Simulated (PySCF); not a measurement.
# Ions at one geometry of [Hf(BH4)2]2+

PySCF 2.14.0, RKS PBE0, Hf def2-SVP with ECP60, B def2-SVP, H def2-SVP; non-relativistic Hamiltonian with scalar-relativistic core potentials where named; density fitting; no spin-orbit coupling; singlets restricted, open shells unrestricted. The geometry is relaxed for charge +2, singlet, vacuum:

```xyz
11

Hf    0.0000    0.0000   -0.3599
B     1.8757   -0.0178    0.8305
H     2.7753    0.0122    1.6167
H     0.8983   -0.8411    1.1498
H     2.0614   -0.2688   -0.4050
H     1.1518    1.0802    0.7780
B    -1.8757    0.0178    0.8305
H    -2.7753   -0.0122    1.6167
H    -0.8983    0.8411    1.1498
H    -2.0614    0.2688   -0.4050
H    -1.1518   -1.0802    0.7780
```

Energies count from the relaxed state; an electron taken off or put on is at rest in vacuum. Charges and spins are Mulliken's.

| state | energy (eV) | spin squared | charge on Hf1 (e) | spin on Hf1 (e) | dipole about the centre of mass (D) |
| --- | --- | --- | --- | --- | --- |
| charge +2, singlet, vacuum | 0.00 | 0.00 | 1.46 | 0.00 | 0.56 |
| charge +1, doublet, vacuum | -13.11 | 0.75 | 0.96 | 1.06 | 2.34 |

Q: What does the state charge +3, doublet, vacuum give?

A: energy (eV) 22.55, spin squared 0.76, charge on Hf1 (e) 1.62, spin on Hf1 (e) -0.02, dipole about the centre of mass (D) 4.41.

With an electron taken off (doublet) the charges change, summed by element, by Hf +0.15 e, B +0.27 e, H +0.58 e. The vertical ionisation energy is 22.55 eV, against −ε(HOMO) = 20.31 eV of the relaxed state. The level lies 2.2 eV too high, as is usual for semilocal functionals and global hybrids, which keep a self-interaction error.

With an electron put on (doublet) the charges change, summed by element, by Hf -0.50 e, B -0.04 e, H -0.46 e. The vertical electron affinity is 13.11 eV, against −ε(LUMO) = 14.96 eV of the relaxed state.

Open shells may have lower solutions than those found.
